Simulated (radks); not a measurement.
Problem. Ho3.5+, configuration [Xe] 4f8 6s1.5 (fractional occupations, a model configuration). All-electron calculation, scalar-relativistic Kohn-Sham, PBEsol, spin-unpolarised, spherical densities, finite nucleus; Fermi nuclear charge, rms radius 5.2022 fm. Program: a radial shooting solver on a logarithmic mesh with Libxc functionals. Some entries of the table are withheld. Estimate them.

orbital  occ.  eigenvalue (Ry)  r(max) (bohr)  <1/r> (bohr^-1)
1s          2        -4081.127        0.01312            76.01
2s          2        -686.5887        0.07465            17.68
2p          6        -608.9267        0.06062            16.38
3s          2        -157.1395         0.2114            6.511
3p          6        -133.4023         0.2078              (1)
3d         10        -103.2342            (2)            5.779
4s          2        -34.76640         0.4831            2.762
4p          6        -26.90995         0.5043              (3)
4d         10        -16.28563         0.5203            2.249
5s          2              (4)            (5)            1.110
5p          6         -5.30533          1.226           0.9597
4f          8         -4.59595         0.5081            1.768
6s        1.5         -2.35256          2.537           0.4747

Solution. 
(1) 3p <1/r> (bohr^-1): 6.095
(2) 3d r(max) (bohr): 0.1696
(3) 4p <1/r> (bohr^-1): 2.535
(4) 5s eigenvalue (Ry): -7.35174
(5) 5s r(max) (bohr): 1.097
